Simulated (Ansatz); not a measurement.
Q: Name a neutral molecule of Al, C, F, Si and H with size of the dipole moment (B3LYP/def2-TZVPP) between 2.40 and 2.70 D and HOMO energy (B3LYP/def2-TZVPP) between -7.15 and -6.85 eV (Ansatz, PBE0-D4/def2-TZVP geometry).

A: `C[CH]([AlH2])[SiH2]F` (2.43 D, -7.05 eV). Other molecules can fit too; these were computed, each in one conformer that needn't be the lowest.

B3LYP here is the variant with VWN-RPA as its local correlation; programs differ in this.
